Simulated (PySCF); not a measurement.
Compound: C3H6GeO4.
Geometry (PBE0-D3(BJ)/def2-SVP, Å), atoms numbered from 1 in this order:
```
atom  x, y, z in Å
O1    -2.5434   -0.5266   -1.6344
C2    -2.4023    0.1582   -0.6627
O3    -1.2513    0.4260   -0.0476
C4    -0.0339   -0.0899   -0.6179
C5     0.5174   -1.1834    0.3068
O6     1.2045   -0.5830    1.3793
Ge7    1.7604    1.0403    0.8818
O8     0.8674    0.9500   -0.6835
H9    -3.2268    0.6732   -0.1267
H10   -0.2612   -0.4675   -1.6252
H11    1.1932   -1.8332   -0.2813
H12   -0.3047   -1.8038    0.6954
H13    1.2316    2.1133    1.8387
H14    3.2627    1.1234    0.5843
```

The computed photoelectron lines, unassigned: C 1s: 292.52 (area 1), 293.95 (area 1), 294.82 (area 1) eV; O 1s: 538.07 (area 1), 538.12 (area 1), 538.27 (area 1), 539.51 (area 1) eV.

The calculation used delta-SCF UKS SCAN, pcX-2 on the ionised atom, pcseg-1 elsewhere, spin-free X2C in PySCF. Geometry: PBE0-D3(BJ)/def2-SVP, one conformer, isolated molecule.

Which carbon gives which C 1s line?

292.52 eV: C5 (sp3 carbon bound to oxygen); 293.95 eV: C4 (sp3 carbon bearing two oxygens); 294.82 eV: C2 (ester carbonyl carbon). Lowest listed C 1s: C5, bonded to O, C and 2 H. Highest, 2.30 eV above it: C2, bonded to O (double bond), O and H.

Bonded neighbours of each site: O1: C (double bond); C2: O (double bond), O and H; O3: 2 C; C4: 2 O, C and H; C5: O, C and 2 H; O6: C and Ge; O8: C and Ge.

Express the binding energy of C 1s of C4 in atomic units and per mole.

293.95 eV = 10.8025 Eh = 28362 kJ/mol.

The unrestricted hole states depart most from a pure doublet (⟨S²⟩ = 0.75; over 0.85 named) for C 1s of C2 (0.87), which makes this value less certain. No level of germanium is listed.

On one thread of an Arm Neoverse V1 (shared host), this took 96 s of wall time and 0.65 GiB of memory at its peak.
